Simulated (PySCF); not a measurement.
Compound: C3H6BNO2.
Structure used (GFN2-xTB), in Å, numbered top down from 1:
```xyz
13
C3H6BNO2 angstrom
N     -1.948   -0.304   -0.248
B     -0.786    0.198   -0.967
O      0.333   -0.921   -0.973
C      1.201   -0.962   -0.056
C      1.434    0.059    0.859
C      0.684    1.218    0.713
O     -0.223    1.390   -0.151
H     -2.748   -0.656   -0.739
H     -1.851   -0.734    0.657
H     -0.976    0.541   -2.078
H      1.804   -1.873   -0.013
H      2.192   -0.029    1.614
H      0.881    2.072    1.365
```

The closed-shell ground state was solved at several levels (PySCF, density fitting, gas phase, non-relativistic).

```
         level  basis functions  total energy (Eh)  HOMO (eV)  LUMO (eV)  gap (eV)  dipole (D)
PBE0/def2-SVPD              194          -347.4079      -6.72      -2.22      4.50        3.78
 PBE0/pcSseg-1              149          -347.6020      -6.59      -2.11      4.48        3.81
```

Task: What might wB97X-D/def2-SVPD (194 basis functions) give for the same quantities?

Result: Total energy -347.6851 Eh, HOMO -8.60 eV, LUMO -0.45 eV, gap 8.15 eV, dipole 3.92 D.

Task: Over all these levels, which gives the widest orbital gap and which the narrowest?

Result: wB97X-D/def2-SVPD (range-separated hybrid) has the widest, 8.15 eV, and PBE0/pcSseg-1 (global hybrid, 25 % exact exchange) the narrowest, 4.48 eV. Functional and basis both differ between the two, so the spread mixes both effects.

Task: How far do the dipole and the HOMO energy spread over the levels?

Result: The dipole runs from 3.78 to 3.92 D (mean 3.84 D) and the HOMO from -8.60 to -6.59 eV.

One conformer stands for the species.

wB97X-D is run here without its empirical dispersion term; that term would change no orbital, density or response property at a fixed geometry.
